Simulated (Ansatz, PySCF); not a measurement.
The pair A = CH4 (SMILES C) (first 5 atoms), B = CH2F2 (SMILES FCF); geometry from B3LYP-D3(BJ)/def2-TZVP.
(charge 0, multiplicity 1):
```xyz
10

C     -0.0252    -0.0346    -0.2443
H      0.3067     0.8572     0.2855
H     -1.1074    -0.0054    -0.3718
H      0.4489    -0.0718    -1.2240
H      0.2541    -0.9184     0.3275
F      0.3019     1.1406     3.1566
C     -0.5111     0.0567     3.2986
F      0.2490    -1.0697     3.2019
H     -1.2392     0.0575     2.4869
H     -0.9639     0.0879     4.2910
```

Correlated levels freeze the cores. CBS: X⁻³ extrapolation of the correlation energy, Hartree–Fock from the larger set. MP2 and its Hartree–Fock in aug-cc-pVTZ are density fitted.

Run with Ansatz (Gaussian basis) for Hartree–Fock, density functionals and correlated methods; PySCF for the dispersion terms. Each number belongs to the level named beside it.

The monomers are drawn apart, rigid, along the line of their centres of mass. Counterpoise-corrected interaction energies (kcal/mol):

```csv
level,R = 4.657 Å,R = 5.853 Å
PBE/def2-TZVPPD,-0.1826,-0.0320
PBE-D3(BJ)/def2-TZVPPD,-0.3938,-0.0878
wB97M-V/def2-TZVPPD,-0.3122,-0.0816
"MP2/CBS(aug-cc-pVDZ, aug-cc-pVTZ) + ΔCCSD(T)/aug-cc-pVDZ",-0.2999,-0.0764
```

### Question
R is the distance of the centres of mass. Find the local exponent m of E ∝ R⁻ᵐ between the two points.

### Answer

m = ln(E₁/E₂)/ln(R₂/R₁): PBE/def2-TZVPPD 7.6; PBE-D3(BJ)/def2-TZVPPD 6.6; wB97M-V/def2-TZVPPD 5.9; MP2/CBS(aug-cc-pVDZ, aug-cc-pVTZ) + ΔCCSD(T)/aug-cc-pVDZ 6.0. For scale, two fixed dipoles give m = 3, dipole and quadrupole 4, quadrupoles 5, and dispersion or dipole-induced dipole 6 at long range; at these distances several terms mix, and what is left of overlap and damping shifts m, so it need not match one of them.

Ansatz is a program for electronic structure.
